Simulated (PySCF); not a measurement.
# O⁺: ionisation energy

O⁺ [He] 2s2 2p3 (4S) → O²⁺ [He] 2s2 2p2 (3P), as a difference of total energies. Calculation: PySCF 2.14, in def2-TZVP (5s3p2d1f, 31 functions); the non-relativistic Hamiltonian (point nucleus). Correlated levels: valence: 1s2 frozen. The calculations carry no spin-orbit coupling.

```csv
method,ionisation energy (eV)
UHF,34.583
M06-L,35.452
r2SCAN,35.485
MP2 (valence),35.199
SCS-MP2 (valence),34.948
CCSD (valence),35.022
CCSD(T) (valence),35.029
```

Problem. How much does correlation contribute at CCSD(T) (valence)?

Solution. 35.029 − (34.583) = 0.446 eV, measured against UHF.

Errors of the correlated levels include the incompleteness of this basis and the frozen core.

For comparison: 35.121 eV (measured; NIST Atomic Spectra Database, ionization energies).
